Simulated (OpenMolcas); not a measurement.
An OpenMolcas run meant for V⁺ (ANO-RCC-VDZP, DKH2; inactive shells 1s 2s 2p 3s 3p; intended active space 4 electrons in 5 orbitals (3d)). One step of its input:

```
&CASPT2
Multistate=5 1 2 3 4 5
Frozen=2 3
IPEA=0.25
Imaginary=0.1
MaxIter=60
WThr=0.0 0.3 0.05
PrWF=0.5
NoMix
Deleted=6 8
```

The run finished. Its levels beside those of a sound run (SS-CASPT2, IPEA 0.25 Eh, imaginary shift 0.1 Eh (closed shells correlated: 3s 3p)), in cm-1 above each run's lowest level:

```json
{"Level": "3d4 5D0", "This run": "0.0", "Usual run": "0.0"}
{"Level": "3d4 5D1", "This run": "39.3", "Usual run": "39.7"}
{"Level": "3d4 5D2", "This run": "117", "Usual run": "118"}
{"Level": "3d4 5D3", "This run": "231", "Usual run": "232"}
{"Level": "3d4 5D4", "This run": "379", "Usual run": "380"}
{"Level": "3d4 3P0", "This run": "13779", "Usual run": "11698"}
{"Level": "3d4 3P1", "This run": "14009", "Usual run": "11928"}
{"Level": "3d4 3P2", "This run": "14434", "Usual run": "12352"}
{"Level": "3d4 3H4", "This run": "16994", "Usual run": "13539"}
{"Level": "3d4 3H5", "This run": "17074", "Usual run": "13620"}
{"Level": "3d4 3H6", "This run": "17168", "Usual run": "13713"}
{"Level": "3d4 3F2", "This run": "16394", "Usual run": "13916"}
{"Level": "3d4 3F3", "This run": "16437", "Usual run": "13957"}
{"Level": "3d4 3F4", "This run": "16489", "Usual run": "14010"}
```

Question: Which setting is unsound, and how much does it matter here?

Answer: Nearly half of the orbitals are deleted from the virtual space, which removes much of the correlation energy. Against the sound run the excited levels shown move by 1800 cm-1 on average and by 3500 cm-1 at most.

Term energies are means over components that CASPT2 splits; among the terms shown or strongly mixed into the levels shown the widest spread is 380 cm-1 (3d4 3F, the sound run). Some high roots are left out of the spin-orbit mixing, which shifts the levels that they would mix with. The CASPT2 spread within a term exceeds the gap to the next term for 3d4 3H and 3d4 3F, so the order of their levels is uncertain, and so are names and mixing where such terms share a J (holds for the sound run). Levels of configurations outside the active space are missing.
